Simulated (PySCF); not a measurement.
C$_{2}$H$_{5}$O$_{2}$ (SMILES O[CH]CO), doublet, geometry from GFN2-xTB; WB97X/STO-3G in PySCF.

The PySCF input:
```python
from pyscf import gto, scf, dft

mol = gto.M(
    atom='''
O     1.45927738    0.02778941   -0.23541557
C     0.46019833   -0.76855530    0.28492176
C    -0.92705042   -0.32816036   -0.01705619
O    -1.09126029    1.06468619    0.06151465
H     2.31800873   -0.36208939   -0.05234673
H     0.67141655   -1.81197916    0.45025745
H    -1.22840847   -0.67006263   -1.03296522
H    -1.62308817   -0.78008687    0.69653920
H    -0.28095298    1.46470716   -0.27747091
''',
    basis='sto-3g',
    spin=1,
    verbose=5,
)

mf = dft.UKS(mol)
mf.xc = 'wb97x'
mf.kernel()
```

The log (banner, timings and long lists left out):

```
PySCF version 2.14.0

[INPUT] verbose = 5
[INPUT] max_memory = 4000
[INPUT] num. atoms = 9
[INPUT] num. electrons = 33
[INPUT] charge = 0
[INPUT] spin (= nelec alpha-beta = 2S) = 1
[INPUT] symmetry False subgroup None
[INPUT] Mole.unit = angstrom
[INPUT] Symbol           X                Y                Z      unit          X                Y                Z       unit  Magmom
[...]
[INPUT] ---------------- BASIS SET ----------------
[INPUT] l, kappa, [nprim/nctr], expnt,             c_1 c_2 ...
[INPUT] H
[...]
                                0.62391373        0.53532814
                                0.1688554         0.44463454
[INPUT] O
[...]
                                23.808861         0.53532814
                                6.4436083         0.44463454
[...]
                                1.1695961         0.39951283
                                0.380389          0.70011547
[...]
                                1.1695961         0.60768372
                                0.380389          0.39195739
[INPUT] C
[...]
                                13.045096         0.53532814
                                3.5305122         0.44463454
[...]
                                0.6834831         0.39951283
                                0.2222899         0.70011547
[...]
                                0.6834831         0.60768372
                                0.2222899         0.39195739

nuclear repulsion = 125.133273540637
number of shells = 17
number of NR pGTOs = 75
number of NR cGTOs = 25
basis = sto-3g
ecp = {}

******** <class 'pyscf.dft.uks.UKS'> ********
method = UKS
initial guess = minao
damping factor = 0
level_shift factor = 0
DIIS = <class 'pyscf.scf.diis.CDIIS'>
diis_start_cycle = 1
diis_space = 8
diis_damp = 0
SCF conv_tol = 1e-09
SCF conv_tol_grad = None
SCF max_cycles = 50
direct_scf = True
direct_scf_tol = 1e-13
number electrons alpha = 17  beta = 16
XC library pyscf.dft.libxc version 7.1.2
    S. Lehtola, C. Steigemann, M. J. T. Oliveira, and M. A. L. Marques,  SoftwareX 7, 1–5 (2018)
XC functionals = wb97x
    J.-D. Chai and M. Head-Gordon,  J. Chem. Phys. 128, 084106 (2008)
radial grids:
    Treutler-Ahlrichs [JCP 102, 346 (1995); DOI:10.1063/1.469408] (M4) radial grids

becke partition: Becke, JCP 88, 2547 (1988); DOI:10.1063/1.454033
pruning grids: <function nwchem_prune>
grids dens level: 3
symmetrized grids: False
atomic radii adjust function: <function treutler_atomic_radii_adjust>
small_rho_cutoff = 0
Set gradient conv threshold to 3.16228e-05
atom O rad-grids = 75, ang-grids = [ 50  50  50  50  50  50  50  50  50  50  50  50  50  50  50  50  50  50
  50  50  50  50  50  86  86  86  86  86  86  86  86  86 266 266 266 266
 266 266 266 302 302 302 302 302 302 302 302 302 302 302 302 302 302 302
 302 302 302 302 302 266 266 266 266 266 266 266 266 266 266 266 266 266
 266 266 266]
atom C rad-grids = 75, ang-grids = [ 50  50  50  50  50  50  50  50  50  50  50  50  50  50  50  50  50  50
  50  50  50  50  86  86  86  86  86  86  86  86  86  86 266 266 266 266
 266 266 302 302 302 302 302 302 302 302 302 302 302 302 302 302 302 302
 302 302 302 302 266 266 266 266 266 266 266 266 266 266 266 266 266 266
 266 266 266]
atom H rad-grids = 50, ang-grids = [ 50  50  50  50  50  50  50  50  50  50  50  50  50  50  50  86  86  86
  86 266 266 266 266 266 302 302 302 302 302 302 302 302 302 302 302 302
 302 266 266 266 266 266 266 266 266 266 266 266 266 266]
tot_boxes 2520, boxes in each direction [13 12 10]
Padding 0 grids
tot grids = 105440
nelec by numeric integration = [16.34413306 16.34413306]
E1 = -554.5259066606707  E2 = 202.35662269372386  Ecoul = 232.0907745245077  Exc = -29.73415183078386
init E= -227.03601042631
cond(S) = 10.261826020748982

  alpha mo_energy =
[-19.26372289 -19.25684407 -10.15123365 -10.11846138  -1.4750947
  -1.36217183  -1.02328344  -0.79244405  -0.65235448  -0.60654965
  -0.53924886  -0.50833342  -0.45536271  -0.41977696  -0.36374781
  -0.31443847  -0.04564524   0.23760736   0.3357719    0.34255387
   0.36955535   0.45309431   0.46245334   0.50199631   0.571514  ]
  beta  mo_energy =
[-19.26372289 -19.25684407 -10.15123365 -10.11846138  -1.4750947
  -1.36217183  -1.02328344  -0.79244405  -0.65235448  -0.60654965
  -0.53924886  -0.50833342  -0.45536271  -0.41977696  -0.36374781
  -0.31443847  -0.04564524   0.23760736   0.3357719    0.34255387
   0.36955535   0.45309431   0.46245334   0.50199631   0.571514  ]
multiplicity <S^2> = 0.75  2S+1 = 2
nelec by numeric integration = [16.99999637 15.99999538]
E1 = -560.4267879764421  E2 = 208.92425754977415  Ecoul = 239.1776767837215  Exc = -30.253419233947355
cycle= 1 E= -226.369256886031  delta_E= 0.667  |g|= 0.393  |ddm|= 2.64
  alpha mo_energy =
[-18.76487696 -18.6228432  -10.24145703 -10.1446025   -1.06421773
  -0.98653923  -0.82523695  -0.68574988  -0.58787871  -0.54775918
  -0.49464797  -0.43777269  -0.35945657  -0.27981638  -0.19359399
  -0.13379996  -0.10014521   0.4186047    0.47522044   0.50979479
   0.53513112   0.55647886   0.58451171   0.66111441   0.69108376]
  beta  mo_energy =
[-18.76303521 -18.6226392  -10.24129    -10.13746207  -1.05101068
  -0.98380185  -0.80923918  -0.66647953  -0.57727373  -0.53070376
  -0.48463449  -0.43487162  -0.28171287  -0.25652165  -0.19045314
  -0.09790105   0.1881546    0.42949522   0.49596053   0.52624844
   0.54793112   0.56198102   0.60221496   0.66855615   0.70508315]
multiplicity <S^2> = 0.75106491  2S+1 = 2.0010646
nelec by numeric integration = [16.99999515 15.99999409]
E1 = -558.1060580714482  E2 = 206.52351556762125  Ecoul = 236.45034301925637  Exc = -29.926827451635134
cycle= 2 E= -226.44926896319  delta_E= -0.08  |g|= 0.241  |ddm|= 0.827
  alpha mo_energy =
[-19.00330242 -18.88905261 -10.11645353 -10.04585816  -1.13652371
  -1.06230646  -0.8021647   -0.67700398  -0.58661698  -0.52616182
  -0.50117224  -0.45466529  -0.40593362  -0.36504481  -0.30078337
  -0.22297377  -0.16458319   0.39144187   0.49440379   0.51115209
[...]
  -1.07162962  -0.81009943  -0.68036141  -0.59082575  -0.5330736
  -0.50906358  -0.46191379  -0.40747679  -0.36570376  -0.31394062
  -0.2347104   -0.17636489   0.39188769   0.49171214   0.50817836
   0.51345459   0.57611268   0.61771285   0.6218482    0.68423915]
  beta  mo_energy =
[-18.99374125 -18.90922307 -10.13027923 -10.06517008  -1.12054043
  -1.07045981  -0.79376477  -0.66534437  -0.57771934  -0.52534468
  -0.49770262  -0.45843364  -0.37086742  -0.33705145  -0.30788005
  -0.23146822   0.19834356   0.40196786   0.49795085   0.51455542
   0.53647635   0.58604447   0.62211449   0.63820153   0.70463876]
multiplicity <S^2> = 0.75271254  2S+1 = 2.0027107
nelec by numeric integration = [16.99999564 15.99999463]
E1 = -558.756200126642  E2 = 207.1403600914854  Ecoul = 237.17494925369658  Exc = -30.03458916221117
cycle= 7 E= -226.48256649452  delta_E= -1.79e-06  |g|= 0.000235  |ddm|= 0.00348
  alpha mo_energy =
[-18.99632357 -18.90921989 -10.12953808 -10.07348063  -1.13470373
  -1.07157997  -0.81010688  -0.68035945  -0.59085508  -0.53304903
  -0.50905735  -0.4618944   -0.40746103  -0.36568452  -0.31391486
  -0.23467021  -0.17641624   0.3919167    0.4917648    0.50819181
   0.51346003   0.57616866   0.61773242   0.62186572   0.68420604]
  beta  mo_energy =
[-18.99372874 -18.90914283 -10.13009957 -10.06532022  -1.1205443
  -1.0704074   -0.79375501  -0.66534099  -0.57774225  -0.52532489
  -0.49768494  -0.4584151   -0.3708769   -0.33708544  -0.30785356
  -0.23141523   0.19835126   0.40199827   0.49800706   0.51457694
   0.53646307   0.58607594   0.62216489   0.6382068    0.70463137]
multiplicity <S^2> = 0.75273354  2S+1 = 2.0027317
nelec by numeric integration = [16.99999564 15.99999463]
E1 = -558.7558131256695  E2 = 207.13997298069725  Ecoul = 237.17456344305225  Exc = -30.034590462354988
cycle= 8 E= -226.482566604335  delta_E= -1.1e-07  |g|= 7.29e-05  |ddm|= 0.000825
  alpha mo_energy =
[-18.99624175 -18.90926763 -10.12960191 -10.07342988  -1.13465485
  -1.07160357  -0.81011138  -0.68035794  -0.59083511  -0.53306248
  -0.5090635   -0.46190935  -0.40742045  -0.36564288  -0.31393964
  -0.23469737  -0.17638924   0.39193212   0.49175788   0.50819296
   0.51347424   0.57615169   0.61772003   0.62184442   0.68421257]
  beta  mo_energy =
[-18.99364986 -18.90918982 -10.13016419 -10.06526723  -1.12050805
  -1.0704274   -0.79376194  -0.66533328  -0.57772374  -0.52533854
  -0.49769476  -0.45842813  -0.37084533  -0.33705969  -0.30786961
  -0.23143999   0.19838112   0.40201073   0.49800431   0.51456884
   0.53648194   0.58605983   0.62214009   0.63820673   0.7046445 ]
multiplicity <S^2> = 0.75273683  2S+1 = 2.002735
nelec by numeric integration = [16.99999564 15.99999463]
E1 = -558.7558506174943  E2 = 207.14001046276948  Ecoul = 237.17461068669041  Exc = -30.03460022392093
cycle= 9 E= -226.482566614088  delta_E= -9.75e-09  |g|= 2.25e-05  |ddm|= 0.000232
  alpha mo_energy =
[-18.99623556 -18.90926111 -10.12959671 -10.0734499   -1.13465199
  -1.07160208  -0.81011386  -0.68035767  -0.59083717  -0.53306174
  -0.50906485  -0.46190781  -0.40741876  -0.36563938  -0.31393878
  -0.23469621  -0.17639404   0.39193145   0.49175726   0.50819151
   0.51347222   0.57615153   0.6177163    0.62184433   0.68420737]
  beta  mo_energy =
[-18.99364476 -18.90918304 -10.13015914 -10.06528681  -1.12050925
  -1.07042499  -0.79376302  -0.66533247  -0.57772612  -0.52533725
  -0.4976949   -0.45842622  -0.37084527  -0.33706141  -0.30786757
  -0.23143748   0.19837466   0.4020107    0.49800542   0.51456785
   0.53647878   0.58605947   0.62214138   0.63820227   0.70463951]
multiplicity <S^2> = 0.75273721  2S+1 = 2.0027353
nelec by numeric integration = [16.99999564 15.99999463]
E1 = -558.755860848765  E2 = 207.14002069297698  Ecoul = 237.17462339507063  Exc = -30.034602702093643
cycle= 10 E= -226.482566615151  delta_E= -1.06e-09  |g|= 7.22e-06  |ddm|= 7.74e-05
  alpha mo_energy =
[-18.99622816 -18.90926018 -10.12959782 -10.07344981  -1.13464804
  -1.07160175  -0.81011382  -0.68035707  -0.5908362   -0.53306158
  -0.50906463  -0.46190762  -0.40741507  -0.36563526  -0.31393835
  -0.23469584  -0.17639292   0.39193257   0.49175754   0.50819231
   0.51347309   0.57615096   0.61771624   0.62184428   0.68420747]
  beta  mo_energy =
[-18.99363778 -18.90918202 -10.13016031 -10.0652867   -1.12050703
  -1.0704243   -0.79376303  -0.66533156  -0.5777257   -0.525337
  -0.49769492  -0.45842589  -0.37084253  -0.33705967  -0.30786642
  -0.23143679   0.19837633   0.40201186   0.4980063    0.51456804
   0.53648      0.58605919   0.62214146   0.63820187   0.70463947]
multiplicity <S^2> = 0.75273714  2S+1 = 2.0027353
nelec by numeric integration = [16.99999564 15.99999463]
E1 = -558.7558549996135  E2 = 207.14001484370692  Ecoul = 237.17461767865578  Exc = -30.034602834948846
cycle= 11 E= -226.48256661527  delta_E= -1.19e-10  |g|= 1.39e-06  |ddm|= 3.13e-05
  alpha mo_energy =
[-18.99622944 -18.90926236 -10.12959728 -10.07344992  -1.13464845
  -1.07160259  -0.81011389  -0.68035723  -0.59083629  -0.53306189
  -0.50906475  -0.46190781  -0.40741549  -0.36563564  -0.31393921
  -0.23469687  -0.1763932    0.39193232   0.49175723   0.50819205
   0.51347295   0.57615102   0.61771602   0.62184416   0.68420741]
  beta  mo_energy =
[-18.99363907 -18.90918421 -10.13015979 -10.0652868   -1.12050751
  -1.07042513  -0.79376313  -0.66533174  -0.5777258   -0.52533735
  -0.49769505  -0.4584261   -0.37084302  -0.33706019  -0.30786721
  -0.23143783   0.19837625   0.40201161   0.49800596   0.51456773
   0.5364799    0.58605926   0.62214106   0.63820185   0.7046394 ]
multiplicity <S^2> = 0.75273715  2S+1 = 2.0027353
nelec by numeric integration = [16.99999564 15.99999463]
E1 = -558.7558601250149  E2 = 207.14001996910557  Ecoul = 237.17462362521158  Exc = -30.034603656106004
Extra cycle  E= -226.482566615272  delta_E= -2.84e-12  |g|= 7.45e-07  |ddm|= 3.43e-06
converged SCF energy = -226.482566615272  <S^2> = 0.75273715  2S+1 = 2.0027353
```
